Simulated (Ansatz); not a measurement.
Geometry optimisation, RKS PBE/def2-SVP (Ansatz).

Input:

```yaml
crystal:
  periodic: [false, false, false]
  atoms:
    - { symbol: O, position_ang: [-0.3753, 1.5294, -1.0805] }
    - { symbol: Si, position_ang: [0.5609, 0.5998, -0.0798] }
    - { symbol: O, position_ang: [1.592, -0.3429, -1.0554] }
    - { symbol: Al, position_ang: [-0.7172, -0.7991, 1.2402] }
    - { symbol: H, position_ang: [-0.9271, 0.9209, -1.6645] }
    - { symbol: H, position_ang: [2.46111, 0.00547, -0.73387] }
    - { symbol: H, position_ang: [1.0542, -0.9026, -1.5945] }
    - { symbol: H, position_ang: [-1.7241, -1.8482, 0.5354] }
    - { symbol: H, position_ang: [-0.7311, -0.6907, 2.8786] }
basis:
  gaussian: { orbitals: def2-SVP }
hamiltonian:
  xc: pbe
relax:
  f_tol: 0.02
  max_steps: 50
```

Command:

```bash
$ ansatz run input.yaml --threads 2 --pin off --max-ram 3072MiB --backend cpu --events-out ev --progress --plain --runs-dir out
```

Q: Where does it end, and by what steps?

A: It converged. After 34 steps the energy has fallen by 2.876 eV; Si2 moved furthest, 1.42 Å. Parted: Si2–O3 (1.70 → 3.14 Å). Joined: O3–Al4 (3.29 → 2.09 Å).

```json
{"step": "0", "energy less start (eV)": "0.0000", "largest force component (eV/Å)": "4.579", "accepted": "yes"}
{"step": "2", "energy less start (eV)": "-1.7420", "largest force component (eV/Å)": "1.433", "accepted": "yes"}
{"step": "4", "energy less start (eV)": "-2.0597", "largest force component (eV/Å)": "3.412", "accepted": "no"}
{"step": "6", "energy less start (eV)": "-2.4335", "largest force component (eV/Å)": "0.714", "accepted": "yes"}
{"step": "8", "energy less start (eV)": "-2.5068", "largest force component (eV/Å)": "0.424", "accepted": "yes"}
{"step": "10", "energy less start (eV)": "-2.5469", "largest force component (eV/Å)": "0.412", "accepted": "yes"}
{"step": "12", "energy less start (eV)": "-2.5768", "largest force component (eV/Å)": "0.112", "accepted": "yes"}
{"step": "14", "energy less start (eV)": "-2.5836", "largest force component (eV/Å)": "0.074", "accepted": "yes"}
{"step": "16", "energy less start (eV)": "-2.5885", "largest force component (eV/Å)": "0.092", "accepted": "yes"}
{"step": "18", "energy less start (eV)": "-2.6011", "largest force component (eV/Å)": "0.483", "accepted": "yes"}
{"step": "20", "energy less start (eV)": "-2.7120", "largest force component (eV/Å)": "0.492", "accepted": "yes"}
{"step": "22", "energy less start (eV)": "-2.8309", "largest force component (eV/Å)": "0.773", "accepted": "yes"}
{"step": "24", "energy less start (eV)": "-2.8557", "largest force component (eV/Å)": "0.276", "accepted": "yes"}
{"step": "26", "energy less start (eV)": "-2.8674", "largest force component (eV/Å)": "0.173", "accepted": "yes"}
{"step": "28", "energy less start (eV)": "-2.8739", "largest force component (eV/Å)": "0.153", "accepted": "yes"}
{"step": "30", "energy less start (eV)": "-2.8751", "largest force component (eV/Å)": "0.074", "accepted": "yes"}
{"step": "32", "energy less start (eV)": "-2.8757", "largest force component (eV/Å)": "0.027", "accepted": "yes"}
{"step": "34", "energy less start (eV)": "-2.8757", "largest force component (eV/Å)": "0.009", "accepted": "yes"}
```

```xyz
9
Properties=species:S:1:pos:R:3
O -0.459 1.122 -1.481
Si 0.065 1.926 -0.031
O 1.160 -0.990 -0.443
Al -0.288 -0.415 0.954
H -1.031 0.328 -1.292
H 2.104 -0.870 -0.221
H 0.977 -0.407 -1.222
H -1.508 -0.913 -0.030
H 0.174 -1.309 2.213
```

Whether the end is a true minimum wasn't checked by a vibrational analysis.

The run took 32 s on 2 threads of AMD EPYC 9R14 (Zen 4), with other jobs on the host, peak memory 0.14 GiB.
